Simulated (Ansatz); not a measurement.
CH₃Cl₃Sn, charge +1, doublet, at a GFN2-xTB geometry (such geometries of metal compounds can be far from the true shape) (a state made from the parent by changing its charge; the spin is typed, not shown lowest) (all electrons, no relativity); Ansatz (an electronic-structure program) with HF/STO-3G.

Input for Ansatz:
Ansatz 0.2 input:
```yaml
crystal:
  periodic: [false, false, false]
  atoms:
    - {symbol: C, position_ang: [-2.42894918, -0.34951557, 0.10512035]}
    - {symbol: Sn, position_ang: [-0.11256443, -0.01619755, 0.00487158]}
    - {symbol: Cl, position_ang: [0.69693254, -1.41027332, -1.66927410]}
    - {symbol: Cl, position_ang: [0.22416278, 2.22841157, -0.49496942]}
    - {symbol: Cl, position_ang: [0.74012552, -0.57909556, 2.09234901]}
    - {symbol: H, position_ang: [-2.52298231, -1.39404234, 0.38209361]}
    - {symbol: H, position_ang: [-2.75334588, 0.35236142, 0.86586213]}
    - {symbol: H, position_ang: [-2.76250924, -0.11507398, -0.90004999]}
basis:
  gaussian:
    orbitals: STO-3G
hamiltonian:
  xc: hf
total_charge: 1
magnetization: {spin_polarized: true, initial_magnetization: 1}
```

What does Ansatz print? Leave out banner, timings and long lists.


```
Functional definition: HF
757 factors; integrals over basis functions are off by at most 3.3e-5 eV
mean field evaluation 1: about -200437.5293 eV, gradient 1.8e1 eV
mean field evaluation 2: about -200437.5634 eV, gradient 1.8e1 eV
mean field evaluation 4: about -200441.8466 eV, gradient 1.5e0 eV
mean field evaluation 8: about -200441.9083 eV, gradient 9.6e-5 eV
mean field evaluation 16: about -200439.8031 eV, gradient 1.2e0 eV
mean field evaluation 32: about -200440.2613 eV, gradient 1.3e0 eV
mean field -200441.90480189 eV, -7366.1041370668 hartree, gradient 7.4e-5 eV, S^2 0.769990; 0 other end points of the search recorded, 0 dependent functions left out
reference -200441.90480189 eV, -7366.1041370668 hartree; 55, 54 occupied and 7, 8 virtual orbitals, 757 factors
Total energy: -200441.90480189 eV, -7366.1041370668 hartree
```
